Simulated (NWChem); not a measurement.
System: C₂H₇Al; SMILES [CH3][AlH][CH3]

```xyz
10

Al     0.0000     0.0000     0.5036
C     -1.7268     0.0000    -0.4232
H     -2.3269    -0.8802    -0.1322
H     -1.6421     0.0000    -1.5213
H     -2.3269     0.8802    -0.1322
C      1.7268     0.0000    -0.4232
H      2.3269     0.8802    -0.1322
H      1.6421     0.0000    -1.5213
H      2.3269    -0.8802    -0.1322
H      0.0000     0.0000     2.1025
```
Atoms are numbered in this order, from 1.

Geometry: optimised at PBE0/def2-SVP.

Symmetry labels are those of C2v in the frame above (b1 and b2, or b-type labels, depend on it).

List the 4 lowest vertical singlet excitations from B3LYP/def2-SVPD, TDA (NWChem).


```json
[
 {"state": "S1", "energy (eV)": "5.35", "oscillator strength": "0.000", "symmetry": "a2", "leading excitation (squared amplitude)": "HOMO → LUMO (1.00)"},
 {"state": "S2", "energy (eV)": "5.45", "oscillator strength": "0.003", "symmetry": "b2", "leading excitation (squared amplitude)": "HOMO−1 → LUMO (1.00)"},
 {"state": "S3", "energy (eV)": "6.60", "oscillator strength": "0.118", "symmetry": "b1", "leading excitation (squared amplitude)": "HOMO → LUMO+1 (0.99)"},
 {"state": "S4", "energy (eV)": "6.82", "oscillator strength": "0.015", "symmetry": "a1", "leading excitation (squared amplitude)": "HOMO−1 → LUMO+1 (0.98)"}
]
```
